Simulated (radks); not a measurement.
All-electron atom: the lead ion Pb3+ in [Xe] 4f14 5d10 6s1. Method: scalar-relativistic Kohn-Sham, PBEsol, spin-polarised, spherical densities, point nucleus; open shells are filled with parallel spins first (spin-orbit coupling, left out, can overturn this in heavy ions); computed with a radial shooting solver on a logarithmic mesh with Libxc functionals.

Radial electron density D(r) = 4 pi r^2 rho(r):

r (bohr)  D(r) (e/bohr)    spin D(r)
0.001105          14.37      0.00158
0.001486          21.66      0.00235
0.001982          31.62      0.00338
0.002665          45.33      0.00471
0.003583          62.51      0.00621
0.004817          81.83      0.00757
0.006477          100.1      0.00815
0.008708          112.3      0.00717
0.01171           114.1      0.00423
0.01562           106.9     0.000665
0.02099           101.5  -0.00000142
0.02823           113.3      0.00634
0.03795           141.3       0.0158
0.05102           155.4       0.0130
0.0686            135.9     -0.00460
0.09223           122.0   0.00000314
0.123             141.7       0.0288
0.1654            132.8       0.0120
0.2223            87.77      0.00859
0.2989            90.34       0.0544
0.4019            91.64     -0.00581
0.5404            51.00       0.0788
0.7265            28.50        0.132
0.969             22.71      -0.0714
1.303             13.15        0.220
1.752             5.113        0.704
2.355             1.403        0.529
3.166            0.2298        0.145
4.257           0.01677       0.0139
5.723         0.0003615     0.000337

D(r) has 4 maxima, at r = 0.0106, 0.0494, 0.138, 0.354 bohr, and minima at 0.0207, 0.0886, 0.251 bohr, inside which lie 1.88, 11.01, 30.06 electrons.
